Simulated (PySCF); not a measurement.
**Levels of Lu from EOM-EA-GCCSD**

Reference: closed-shell Lu⁺, [Xe] 4f14 6s2; one electron is added. Calculated with PySCF 2.14, two-component X2C-1e with screened spin-orbit coupling, x2c-TZVPPall-2c with one added diffuse shell each of s, p, d type (12s12p11d2f2g, 135 functions); frozen [Kr] 4d10; the 40 highest virtual spinors dropped; of the others 110 kept and the rest restored at second order. No Breit or QED terms. Binding energies in eV.

```json
{"level": "6p1/2", "Koopmans": "4.177"}
{"level": "5d3/2", "Koopmans": "3.810"}
{"level": "6p3/2", "Koopmans": "3.808"}
{"level": "5d5/2", "Koopmans": "3.665"}
{"level": "7s1/2", "Koopmans": "2.119"}
{"level": "7p1/2", "Koopmans": "1.514"}
{"level": "7p3/2", "Koopmans": "1.452"}
{"level": "6d3/2", "Koopmans": "1.313"}
```

Q: How does correlation move these levels?

A: 6p1/2: second order 4.781, EOM-CCSD 4.784, NIST 4.913; 5d3/2: second order 5.140, EOM-CCSD 5.000, NIST 5.426; 6p3/2: second order 4.352, EOM-CCSD 4.373, NIST 4.499; 5d5/2: second order 4.866, EOM-CCSD 4.746, NIST 5.179; 7s1/2: second order 2.366, EOM-CCSD 2.349, NIST 2.435; 7p1/2: second order 1.628, EOM-CCSD 1.636, NIST 1.777; 7p3/2: second order 1.560, EOM-CCSD 1.572, NIST 1.646; 6d3/2: second order 1.407, EOM-CCSD 1.397, NIST 1.515.

Only part of the computed levels is shown.

The highest levels are limited by the diffuse functions of the basis.
